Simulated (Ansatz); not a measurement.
Spin gap between two states, R1 and P1; the higher of the two is an excited state, each structure at its B3LYP-D3(BJ)/def2-TZVP stationary point, reached from a drawn start (curvature not checked).
R1, SiH2 (SMILES [SiH2]) (charge 0, multiplicity 1):
```csv
atom,x (Å),y (Å),z (Å)
Si,0.0000,0.0000,-0.7087
H,1.0908,0.0000,0.3544
H,-1.0908,0.0000,0.3544
```
P1, SiH2 (SMILES [SiH2]) (charge 0, multiplicity 3):
```xyz
3

Si     0.000     0.000    -0.506
H      1.276     0.000     0.253
H     -1.276     0.000     0.253
```

P less R. No zero-point or thermal terms; singlets are restricted closed shells; open shells are unrestricted.

Frozen-core correlation throughout. CBS: X⁻³ extrapolation of the correlation energy, Hartree–Fock from the larger set.

The values were computed with Ansatz (a quantum-chemistry and plane-wave program) with Gaussian orbitals. All values are computed, each at the level named.

Task: Give the spin gap at the level SCS-MP2/cc-pV(D+d)Z.

Result: 18.4 kcal/mol

Task: Give the spin gap at the level CCSD(T)/CBS(cc-pV(T+d)Z, cc-pV(Q+d)Z).

Result: 20.5 kcal/mol

Task: What is the computed spin gap (CCSD(T)/cc-pV(D+d)Z)?

Result: 19.0 kcal/mol
